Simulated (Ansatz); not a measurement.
# A ladder of methods for SnH2 (SMILES [H][Sn][H])

The species is SnH2 (3 atoms), meant as a singlet with charge 0. As SMILES, `[H][Sn][H]`. Geometry: a GFN2-xTB relaxation, a rough one for these elements and not checked as a minimum.

```
atom    x (Å)    y (Å)    z (Å)
  Sn   0.0052  -0.0089  -0.8701
   H   1.2365  -0.0178   0.4428
   H  -1.2416   0.0266   0.4273
```

Quantity: the energy change with the Sn1–H2 bond stretched from 1.800 to 2.250 Å, in eV. The values are calculated.

| level | kind | program | value (eV) | CPU time (all runs) |
| --- | --- | --- | --- | --- |
| SVWN5/STO-3G (restricted) | LDA | Ansatz | 1.35 | 1.7 s |
| PBE/STO-3G (restricted) | GGA | Ansatz | 1.27 | 2.5 s |
| revPBE/STO-3G (restricted) | GGA | Ansatz | 1.23 | 2.5 s |
| BHLYP/STO-3G (restricted) | global hybrid | Ansatz | 1.57 | 2.5 s |
| r2SCAN0/STO-3G (restricted) | hybrid meta-GGA | Ansatz | 1.49 | 6.3 s |
| CAM-B3LYP/STO-3G (restricted) | range-separated hybrid | Ansatz | 1.52 | 3 s |
| B2PLYP/STO-3G (restricted) | double hybrid | Ansatz | 1.46 | 3.5 s |
| RPA@PBE/STO-3G (restricted) | RPA | Ansatz | 1.24 | 3.5 s |
| MP2/STO-3G (restricted) | perturbation theory | Ansatz | 1.53 | 0.89 s |
| CCSD/STO-3G (restricted) | coupled cluster or CI | Ansatz | 1.28 | 1 s |

All-electron rows without a relativistic Hamiltonian named are non-relativistic. The first shape isn't each level's own minimum. The values span 1.23 to 1.57 eV. All rows use very small basis sets, so even the best lies far from the true value. In the correlated wave-function rows the outer d shell of Sn is correlated, in sets not made for it. CPU times are rough (shared hosts, several kinds of processor): they show what a rung costs within a factor of a few.
